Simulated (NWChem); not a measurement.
# BH2, doublet; SMILES [BH2]

Computed with NWChem. Spin-unrestricted. In the optimisation the excess spin sits in a1 (C2v, its own frame). Coordinates come from a B3LYP/6-31G* (spherical d), spin-unrestricted optimisation. No stability test was run on the SCF state. Vertical excitations in the gas phase; the lowest state need not have the same character in each row. Excited states of an open shell can be spin-contaminated.

```json
[
 {"level": "PBE/def2-SVPD, TDA", "lowest excitation (eV)": "1.35", "oscillator strength of that lowest state": "0.004", "lowest state with f > 0.02 (eV)": "(withheld)", "lowest empty minus highest occupied level, either spin (eV)": "(withheld)"},
 {"level": "B3LYP/def2-SVPD, TDA", "lowest excitation (eV)": "1.36", "oscillator strength of that lowest state": "0.004", "lowest state with f > 0.02 (eV)": "5.53", "lowest empty minus highest occupied level, either spin (eV)": "3.44"},
 {"level": "UHF/def2-SVPD, CIS", "lowest excitation (eV)": "1.49", "oscillator strength of that lowest state": "0.004", "lowest state with f > 0.02 (eV)": "6.54", "lowest empty minus highest occupied level, either spin (eV)": "11.00"},
 {"level": "PBE0/def2-SVPD, TDA", "lowest excitation (eV)": "1.34", "oscillator strength of that lowest state": "0.004", "lowest state with f > 0.02 (eV)": "5.72", "lowest empty minus highest occupied level, either spin (eV)": "3.91"}
]
```

Question: What belongs in the gaps?

Answer: 
- PBE/def2-SVPD, TDA, lowest state with f > 0.02 (eV): 5.30
- PBE/def2-SVPD, TDA, lowest empty minus highest occupied level, either spin (eV): 1.50
